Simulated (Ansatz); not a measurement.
`[GeH3][Te][GeH3]` at its PBE0-D4/def2-TZVP geometry, where that method's forces vanish. Total charge 0; spin multiplicity 1. Te: def2 effective core potential.

```tsv
atom	x (Å)	y (Å)	z (Å)
Ge1	-1.750	-0.031	-0.555
Te2	-0.570	-0.049	1.712
Ge3	1.733	0.029	0.607
H4	-1.383	1.244	-1.330
H5	-3.258	-0.062	-0.269
H6	-1.339	-1.265	-1.374
H7	2.768	0.039	1.740
H8	1.866	1.302	-0.245
H9	1.933	-1.206	-0.285
```

(1) For each bond, give half the difference of the two atoms' forces along it (eV/Å; positive pushes the atoms apart) under PBE-D4, r2SCAN-D4, B3LYP-D4, ωB97M-V in def2-TZVPP. (Estimate.)

## Answers

(1) Ansatz gave: 
```json
{"bond": "Ge1–Te2", "length (Å)": "2.555", "PBE-D4": "0.13", "r2SCAN-D4": "0.05", "B3LYP-D4": "0.21", "ωB97M-V": "-0.04"}
{"bond": "Ge1–H4", "length (Å)": "1.537", "PBE-D4": "0.07", "r2SCAN-D4": "-0.04", "B3LYP-D4": "-0.02", "ωB97M-V": "-0.06"}
{"bond": "Ge1–H5", "length (Å)": "1.535", "PBE-D4": "0.08", "r2SCAN-D4": "-0.05", "B3LYP-D4": "-0.04", "ωB97M-V": "-0.07"}
{"bond": "Ge1–H6", "length (Å)": "1.537", "PBE-D4": "0.07", "r2SCAN-D4": "-0.04", "B3LYP-D4": "-0.02", "ωB97M-V": "-0.06"}
{"bond": "Te2–Ge3", "length (Å)": "2.555", "PBE-D4": "0.13", "r2SCAN-D4": "0.05", "B3LYP-D4": "0.21", "ωB97M-V": "-0.04"}
{"bond": "Ge3–H7", "length (Å)": "1.535", "PBE-D4": "0.08", "r2SCAN-D4": "-0.05", "B3LYP-D4": "-0.04", "ωB97M-V": "-0.07"}
{"bond": "Ge3–H8", "length (Å)": "1.537", "PBE-D4": "0.07", "r2SCAN-D4": "-0.04", "B3LYP-D4": "-0.02", "ωB97M-V": "-0.06"}
{"bond": "Ge3–H9", "length (Å)": "1.537", "PBE-D4": "0.07", "r2SCAN-D4": "-0.04", "B3LYP-D4": "-0.02", "ωB97M-V": "-0.06"}
```

B3LYP here is the variant with VWN-RPA as its local correlation; programs differ in this.
